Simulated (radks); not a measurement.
Values are calculated unless marked as measured or tabulated.
Problem. The mean radii <r> (bohr) of the occupied orbitals of an atom or ion are listed with their occupations. Code: a radial shooting solver on a logarithmic mesh with Libxc functionals. Model: scalar-relativistic Kohn-Sham, PBEsol, spin-polarised, spherical densities, finite nucleus; Fermi nuclear charge, rms radius of each element as measured or else 0.836 A^(1/3) + 0.57 fm.

| orbital | occ. | <r> |
|---|---|---|
| 1s up | 1 | 1.557 |

Name the element and its charge. Open shells, if any, are filled with parallel spins first.

Solution. Z = 1, hydrogen, charge 0: H in 1s1. The 1s radius gives Z: for a bare nucleus <r> = (2 gamma + 1)/(2Z) with gamma = sqrt(1 - (Z/c)^2), 1.5 bohr for Z = 1, and the self-interaction of the functional makes it slightly larger (1.557 here). The occupations add up to 1, and the charge is Z minus that.
